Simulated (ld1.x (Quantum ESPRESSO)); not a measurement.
**Ho (Z = 67) TM: all-electron and pseudo phase curves**

```
Element                 : Ho
Generator               : ld1.x (Quantum ESPRESSO) 7.5
Type                    : norm-conserving Troullier–Martins (Kleinman–Bylander form)
Functional              : LDA (PZ)
Relativity              : scalar-relativistic
Frozen core             : [Kr] 4d10 5s2
Valence charge          : 19
Reference configuration : 4f11 5p6 5d0 6s2 6p0
Partial waves           : 6s (bound): rc 3.20 bohr; 5p (bound): rc 1.70 bohr; 5d (bound, empty): rc 3.40 bohr; 4f (bound): rc 1.10 bohr
Local potential         : all-electron potential smoothed inside 3.30 bohr (lloc = -2)
Core correction         : a·sin(br)/r model core inside 1.10 bohr
```

The phase is arctan(r·u′/u) with u = r·R(r), unwrapped; energies in Ry, scanned from -4 to 5 Ry. A pole is an energy at which the radial function vanishes at the test radius. The pseudo phase is shifted by a multiple of π to meet the all-electron one at the reference energy, and phase errors are pseudo minus all-electron; the curves can meet again beyond the range given. Levels narrower than the energy grid can be missing from the lists of poles. n/a: not evaluated, since a narrow level or a reset projector energy made the automatic matching unsafe.

**Question.** For each channel, where are the poles, and over which energies does the pseudopotential scatter like the atom?

**Answer.**

```
channel  radius (bohr)  reference energy (Ry)  poles, all-electron  poles, pseudo  unbroken range about the reference energy with phases within 0.05 rad  phase error 1 Ry above the reference energy (rad)
      s           3.72                  -0.29                 0.69     0.59, 1.86                                                                    n/a                                                n/a
      p           3.72                  -1.91          -1.89, 1.55    -1.89, 1.91                                                             below -0.3                                             +0.008
      d           3.72                  -0.09           0.25, 3.20     0.26, 3.73                                                              below 0.9                                             +0.044
      f           3.72                  -0.25          -0.24, 2.20    -0.24, 2.74                                                              below 0.5                                             +0.158
```

Phases in the d channel:

| E (Ry) | all-electron | pseudo |
| --- | --- | --- |
| -4.00 | 1.435 | 1.435 |
| -3.76 | 1.431 | 1.431 |
| -3.52 | 1.426 | 1.426 |
| -3.28 | 1.421 | 1.421 |
| -3.04 | 1.415 | 1.415 |
| -2.80 | 1.408 | 1.408 |
| -2.56 | 1.400 | 1.401 |
| -2.32 | 1.391 | 1.392 |
| -2.08 | 1.381 | 1.381 |
| -1.84 | 1.368 | 1.368 |
| -1.60 | 1.352 | 1.352 |
| -1.36 | 1.331 | 1.332 |
| -1.12 | 1.302 | 1.304 |
| -0.88 | 1.260 | 1.261 |
| -0.64 | 1.184 | 1.186 |
| -0.40 | 1.000 | 1.002 |
| -0.16 | 0.013 | 0.014 |
| 0.08 | -1.366 | -1.363 |
| 0.32 | -1.622 | -1.614 |
| 0.56 | -1.745 | -1.731 |
| 0.80 | -1.861 | -1.831 |
| 1.04 | -2.037 | -1.963 |
| 1.28 | -2.441 | -2.208 |
| 1.52 | -3.446 | -2.815 |
| 1.76 | -4.160 | -3.771 |
| 2.00 | -4.413 | -4.235 |
| 2.24 | -4.530 | -4.425 |
| 2.48 | -4.599 | -4.524 |
| 2.72 | -4.647 | -4.585 |
| 2.96 | -4.682 | -4.627 |
| 3.20 | -4.712 | -4.660 |
| 3.44 | -4.739 | -4.686 |
| 3.68 | -4.765 | -4.708 |
| 3.92 | -4.793 | -4.729 |
| 4.16 | -4.824 | -4.748 |
| 4.40 | -4.864 | -4.768 |
| 4.64 | -4.921 | -4.788 |
| 4.88 | -5.015 | -4.811 |
